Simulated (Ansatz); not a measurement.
Reaction (substitution at a C–O bond): `CB[SiH2]OC` + `CC(=N)BO` → `C/N=C(\C)BO` + `CB[SiH2]O`

Gas-phase electronic energies from Ansatz, PBE0-D4/def2-TZVP geometries. CCSD(T)/CBS adds triple-zeta CCSD(T) − MP2 to the extrapolated MP2 energy (def2 sets, frozen cores). DFT in def2-TZVPP. B3LYP here is the variant with VWN-RPA as its local correlation; programs differ in this. Each species was taken in one conformer, which may not be the lowest.

`CB[SiH2]OC`:

```xyz
14

C    -0.907   -1.791   -0.408
B    -1.397   -0.347   -0.695
Si   -0.607    1.329    0.098
O     0.630    1.087    1.170
C     1.888    0.625    0.748
H    -0.229   -2.011   -1.252
H    -1.689   -2.552   -0.465
H    -0.319   -1.922    0.503
H    -2.293   -0.194   -1.483
H    -1.657    2.058    0.864
H    -0.135    2.223   -1.009
H     2.366    1.332    0.059
H     2.528    0.513    1.625
H     1.821   -0.350    0.247
```

`CC(=N)BO`:

Z-matrix (Å, degrees):
```
C
C 1 1.501
H 1 1.093 2 111.6
H 1 1.094 2 110.4 3 121.5
H 1 1.094 2 110.4 3 -121.5
N 2 1.277 1 124.6 3 0.0
B 2 1.578 1 119.8 3 180.0
H 6 1.025 2 110.9 1 0.0
O 7 1.353 2 117.5 1 -0.3
H 7 1.198 2 121.1 1 179.8
H 9 0.960 7 113.4 2 -180.0
```

`C/N=C(\C)BO`:

Cartesian coordinates in Å:
```
C 1.840 -0.930 0.589
N 0.600 -1.108 -0.127
C -0.228 -0.133 -0.172
C 0.008 1.202 0.480
B -1.545 -0.422 -0.972
O -2.468 0.567 -1.058
H 2.434 -0.107 0.172
H 2.431 -1.844 0.534
H 1.666 -0.692 1.646
H -0.831 1.876 0.312
H 0.916 1.672 0.090
H 0.153 1.089 1.560
H -1.729 -1.487 -1.492
H -3.246 0.316 -1.562
```

`CB[SiH2]O`:

```xyz
11

C    -0.328    0.258   -1.635
B     0.717   -0.188   -0.577
Si    0.430   -0.155    1.416
O    -0.968    0.580    1.925
H    -1.122    0.916   -1.275
H    -0.813   -0.686   -1.941
H     0.106    0.663   -2.553
H     1.757   -0.652   -0.964
H     1.522    0.608    2.080
H     0.496   -1.564    1.921
H    -1.795    0.221    1.603
```

```csv
level,ΔE (kJ/mol)
r2SCAN-D4,-32.4
B3LYP,-26.9
MP2/def2-QZVPP,-36.9
HF/CBS(def2),-15.9
```

Q: What does CCSD(T)/CBS give? (Estimate.)

A: The calculation gave: -31.5 kJ/mol. The listed levels differ from it by -0.9, 4.6, -5.4, 15.6 kJ/mol.

Largest T1 diagnostic among the species: 0.013.

In def2-TZVPP, CCSD(T) changes the Hartree–Fock value by −13.1 kJ/mol (the triples alone add −2.0 kJ/mol) and MP2 by −19.5 kJ/mol.

CCSD(T)/CBS has its own doubt, a few kJ/mol and more with outer-core shells, so smaller differences from it don't rank the levels.
